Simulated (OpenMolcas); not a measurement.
# Potential curves of Be₂⁺: spin-free states

Calculated with OpenMolcas 26.06: state-averaged CASSCF(3,8) over Be 2s 2p, Be 2s 2p, XMS-CASPT2 (IPEA 0.25, imaginary shift 0.2 hartree), scalar X2C, ANO-RCC-VTZP, then RASSI spin–orbit state interaction with atomic mean-field integrals. C2 symmetry about the axis (a holds Σ, Δ, Γ; b holds Π, Φ, H; Σ⁺ and Σ⁻ are not told apart); roots by multiplicity and irrep: 2a 7, 2b 8, 4a 2, 4b 4.

XMS-CASPT2 energies in eV from the lowest point. Curves are followed by energy order within each symmetry, so they are adiabatic and may change character at avoided crossings and where g and u states cross; Σ⁺ and Σ⁻ are counted together.

```json
{"R (Å)": "1.908", "(1)2Σ": "0.416", "(1)2Π": "1.439", "(2)2Σ": "2.049", "(1)4Σ": "4.604", "(2)2Π": "4.240", "(1)4Π": "4.287", "(3)2Σ": "5.238", "(2)4Σ": "4.772", "(2)4Π": "5.582"}
{"R (Å)": "2.019", "(1)2Σ": "0.171", "(1)2Π": "1.481", "(2)2Σ": "1.869", "(1)4Σ": "4.316", "(2)2Π": "3.942", "(1)4Π": "4.024", "(3)2Σ": "4.778", "(2)4Σ": "4.718", "(2)4Π": "5.410"}
{"R (Å)": "2.119", "(1)2Σ": "0.051", "(1)2Π": "1.596", "(2)2Σ": "1.795", "(1)4Σ": "4.007", "(2)2Π": "3.775", "(1)4Π": "3.873", "(3)2Σ": "4.472", "(2)4Σ": "4.883", "(2)4Π": "5.327"}
{"R (Å)": "2.219", "(1)2Σ": "0.000", "(1)2Π": "1.761", "(2)2Σ": "1.778", "(1)4Σ": "3.773", "(2)2Π": "3.682", "(1)4Π": "3.783", "(3)2Σ": "4.248", "(2)4Σ": "5.088", "(2)4Π": "5.289"}
{"R (Å)": "2.330", "(1)2Σ": "0.003", "(1)2Π": "1.979", "(2)2Σ": "1.800", "(1)4Σ": "3.584", "(2)2Π": "3.643", "(1)4Π": "3.734", "(3)2Σ": "4.075", "(2)4Σ": "5.343", "(2)4Π": "5.279"}
{"R (Å)": "2.441", "(1)2Σ": "0.049", "(1)2Π": "2.238", "(2)2Σ": "1.845", "(1)4Σ": "3.453", "(2)2Π": "3.664", "(1)4Π": "3.726", "(3)2Σ": "3.966", "(2)4Σ": "5.613", "(2)4Π": "5.285"}
{"R (Å)": "2.596", "(1)2Σ": "0.163", "(1)2Π": "2.573", "(2)2Σ": "1.927", "(1)4Σ": "3.343", "(2)2Π": "3.731", "(1)4Π": "3.758", "(3)2Σ": "3.894", "(2)4Σ": "5.991", "(2)4Π": "5.293"}
{"R (Å)": "2.796", "(1)2Σ": "0.347", "(1)2Π": "2.980", "(2)2Σ": "2.013", "(1)4Σ": "3.290", "(2)2Π": "3.868", "(1)4Π": "3.843", "(3)2Σ": "3.887", "(2)4Σ": "6.453", "(2)4Π": "5.275"}
{"R (Å)": "3.107", "(1)2Σ": "0.652", "(1)2Π": "3.519", "(2)2Σ": "2.086", "(1)4Σ": "3.323", "(2)2Π": "4.117", "(1)4Π": "4.010", "(3)2Σ": "3.964", "(2)4Σ": "7.072", "(2)4Π": "5.187"}
```

Task: With masses 9.012 and 9.012 u, fit the curves (1)2Σ, (2)2Σ, (1)4Π near their minima.

Result: At XMS-CASPT2, Te from the lowest curve (the fit fixes ωe to a per cent or two; the method's Re and ωe can be off by some per cent):

| curve | Te (cm⁻¹) | Re (Å) | ωe (cm⁻¹) |
| --- | --- | --- | --- |
| (1)2Σ | 0 | 2.267 | 509.0 |
| (2)2Σ | 14380 | 2.209 | 470.3 |
| (1)4Π | 30090 | 2.414 | 382.6 |

The 9 lowest clean curves are shown; the next is (4)2Σ, from 5.40 eV. g and u states are not told apart. Only roots inside an energy window near the equilibrium distance were included, so the list of states is not complete; labels number the states computed. Each spin and symmetry block has orbitals of its own, averaged over its own roots, so gaps between blocks are less sure than gaps within one and near the minimum can be off by tenths of an eV, in bad cases by more. No Rydberg orbitals are active, so Rydberg states, and σ→σ* states whose orbital the CASSCF left unused, can be missing between those listed. CASPT2 splits the two components of degenerate states numerically, here by up to 5 cm⁻¹. Points that failed a check (symmetry, reference weights, a jump) are left out.
